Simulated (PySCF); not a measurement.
Ga(Me)3 (C₃H₉Ga), SMILES [CH3][Ga]([CH3])[CH3]. Heavy atoms are numbered as in [Ga:1]([CH3:2])([CH3:6])[CH3:10]. Hydrogens are named by the atom that carries them.

Geometry: ωB97X-D3(BJ)/def2-SVP. The isomer is the one that the SMILES or the coordinates give; other isomers of the formula were not compared.

Calculation: PBE/pcSseg-1 in PySCF.

GIAO shieldings, no solvent; atoms alike by connectivity are averaged. δ = σ(ref) − σ: ¹³C against TMS (σ = 182.0 ppm); ¹H against TMS (σ = 31.49 ppm), references at their B3LYP-D3(BJ)/def2-TZVP geometries, non-relativistic.

```json
[
 {"nucleus": "¹³C", "atoms": "C2 (CH3)", "count": "3", "δ (ppm)": "3.7"},
 {"nucleus": "¹H", "atoms": "H on C2", "count": "9", "δ (ppm)": "0.52"}
]
```
